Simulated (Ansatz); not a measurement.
`CO[SiH](O)O[SiH3]`, relaxed with RKS PBE0-D4/def2-TZVP in the Gaussian-basis code of Ansatz from a GFN2-xTB geometry. The force threshold is 0.005 eV/Å; the program also tests the step.

Charge 0, multiplicity 1.

Start:

```xyz
14

C    -0.434   -1.940    0.334
O    -1.255   -0.813    0.391
Si   -0.805    0.692    0.808
O    -2.061    1.636    0.449
O     0.527    1.133    0.000
Si    1.740    0.992   -1.057
H    -0.228   -2.314    1.340
H     0.516   -1.705   -0.155
H    -0.956   -2.709   -0.236
H    -0.479    0.871    2.208
H    -2.774    1.296   -0.085
H     1.269    0.298   -2.258
H     2.156    2.361   -1.341
H     2.782    0.201   -0.397
```

```tsv
step	energy (eV)	largest force (eV/Å)	largest move (Å)
1	-23057.7457	0.491	0.000
2	-23057.8132	0.275	0.071
3	-23057.8194	0.127	0.028
4	-23057.8246	0.156	0.086
5	-23057.8273	0.087	0.070
6	-23057.8307	0.289	0.200
7	-23057.8331	0.046	0.038
8	-23057.8350	0.018	0.077
9 (rejected)	-23057.8325	0.340	0.191
10 (rejected)	-23057.8349	0.086	0.060
11	-23057.8359	0.011	0.029
14	-23057.8395	0.058	0.028
17	-23057.8441	0.117	0.026
20	-23057.8480	0.145	0.079
23	-23057.8501	0.054	0.033
26	-23057.8511	0.058	0.004
29	-23057.8516	0.033	0.050
32	-23057.8520	0.015	0.039
35	-23057.8523	0.039	0.034
38	-23057.8526	0.065	0.022
41	-23057.8530	0.040	0.020
44	-23057.8531	0.007	0.007
47	-23057.8531	0.007	0.008
49	-23057.8531	0.005	0.002
```

End:

```xyz
14

C    -0.678   -2.193    0.605
O    -1.199   -0.956    0.174
Si   -0.623    0.495    0.648
O    -1.585    1.626   -0.025
O     0.897    0.754    0.144
Si    1.768    1.355   -1.110
H    -0.561   -2.226    1.695
H     0.294   -2.393    0.144
H    -1.374   -2.980    0.309
H    -0.597    0.567    2.123
H    -2.476    1.362   -0.257
H     1.146    0.988   -2.408
H     1.858    2.833   -1.008
H     3.130    0.770   -1.034
```

Hardware: 2 threads of an AMD EPYC 7R13 on a shared host and a share of an NVIDIA H100 80 GB. Wall time 75 s, peak host memory 0.9 GiB.
